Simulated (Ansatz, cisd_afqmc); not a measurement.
Species: SiH₂Cl, charge 1, singlet. SiH2Cl+ (parent SMILES [SiH2]Cl, singlet).
B3LYP-D3(BJ)/def2-TZVP minimum from Ansatz (an electronic-structure program):
```xyz
4

Si    -0.9627     0.0164    -0.0597
Cl     0.9876    -0.0168     0.0612
H     -1.6346     1.3189    -0.0864
H     -1.6766    -1.2626    -0.1189
```
Charge +1, spin multiplicity 1.

Total energies in cc-pV(D+d)Z, 12 correlated electrons, 10 frozen orbitals. Open shells are spin-unrestricted; no spin-orbit coupling. Correlated methods leave the cores frozen. No relativity. AFQMC/CISD: phaseless, guided by CISD from CCSD amplitudes; bars are statistical, one sigma. Outlying blocks are dropped, and bars are widened where a walk drifts. Over all cases where full CI ran beside it in this data, AFQMC minus full CI had a median of +0.1 mEh and passed +0.4 mEh in a tenth of the cases. The spin of H2ClSi+ (parent SMILES [SiH2]Cl, singlet) was assumed, and the state is the lowest solution found for it.

```json
[
 {"method": "HF", "program": "Ansatz", "energy (Eh)": "-749.33296", "minus CCSDTQ (mEh)": "256.50"},
 {"method": "MP2", "program": "Ansatz", "energy (Eh)": "-749.55097", "minus CCSDTQ (mEh)": "38.49"},
 {"method": "CCSD", "program": "Ansatz", "energy (Eh)": "-749.58158", "minus CCSDTQ (mEh)": "7.88"},
 {"method": "CCSD(T)", "program": "Ansatz", "energy (Eh)": "-749.58815", "minus CCSDTQ (mEh)": "1.31"},
 {"method": "CCSDT(Q)", "program": "Ansatz", "energy (Eh)": "-749.58948", "minus CCSDTQ (mEh)": "-0.01"},
 {"method": "CCSDTQ", "program": "Ansatz", "energy (Eh)": "-749.58946", "minus CCSDTQ (mEh)": "0.00"},
 {"method": "AFQMC/CISD", "program": "cisd_afqmc", "energy (Eh)": "-749.5900 ± 0.0004", "minus CCSDTQ (mEh)": "-0.5 ± 0.4"}
]
```

Rough core times of Ansatz's runs on a shared machine: CCSD(T) under 20 s, CCSDT(Q) under 20 s, CCSDTQ 7 min.
